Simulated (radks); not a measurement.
Results of a calculation; reference values are marked as such.
Task: These are the eigenvalues of the occupied orbitals of an atom or ion with whole-number occupations (hartree). Code: a radial shooting solver on a logarithmic mesh with Libxc functionals. Model: scalar-relativistic Kohn-Sham, BLYP, spin-polarised, spherical densities, point nucleus.

1s: -55.88870
2s: -4.27337
2p: -2.86531
3s: -0.54096

Which element is it, and in what charge state? The configuration may be excited. Open shells, if any, are filled with parallel spins first.

Result: Z = 13, aluminium, charge +1: Al+ in [Ne] 3s2. The list shows which subshells hold electrons but not how many an open one holds; the 1s level, -55.889 hartree, gives Z - s = 10.6 by -(Z - s)^2/2, which with screening and relativity narrows Z to a few neighbours, and the depths of the outer levels then fix element, charge and occupations together.
